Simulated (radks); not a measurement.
The numbers below are computed, except where a source is named.
Effect of the nuclear size on the indium ion In+, [Kr] 4d10 5s2. Level of theory: Dirac Kohn-Sham, relativistic LDA (MacDonald-Vosko exchange, VWN5 correlation), spin-unpolarised, spherical densities, finite nucleus; Fermi nuclear charge, rms radius 4.6156 fm (a radial shooting solver on a logarithmic mesh with Libxc functionals). The rms radius is varied about that value; shifts are against it.

| rms radius (fm) | total energy shift (eV) | density at nucleus (e/bohr^3) | 1s1/2 shift (meV) | 2s1/2 shift (meV) | 4s1/2 shift (meV) | 4p1/2 shift (meV) | 5s1/2 shift (meV) | 5p1/2 (empty) shift (meV) |
|---|---|---|---|---|---|---|---|---|
| 3.9786 | -0.926 | 1.766e+05 | -387 | -43.9 | -1.59 | 0.155 | -0.120 | 0.046 |
| 4.3387 | -0.417 | 1.744e+05 | -174 | -19.8 | -0.716 | 0.070 | -0.054 | 0.021 |
| 4.6156 | 0 | 1.728e+05 | 0.000 | 0.000 | 0.000 | 0.000 | 0.000 | 0.000 |
| 5.0402 | 0.682 | 1.706e+05 | 285 | 32.4 | 1.17 | -0.114 | 0.089 | -0.034 |
| 5.6126 | 1.68 | 1.679e+05 | 702 | 79.8 | 2.89 | -0.282 | 0.219 | -0.083 |

Slopes of the eigenvalues against <r^2> in GHz/fm^2, as finite differences over the two radii next to the reference (eigenvalue slopes, not the field-shift constants of lines): 1s1/2 16900, 2s1/2 1920, 4s1/2 69.4, 4p1/2 -6.76, 5s1/2 5.25, 5p1/2 (empty) -1.99.
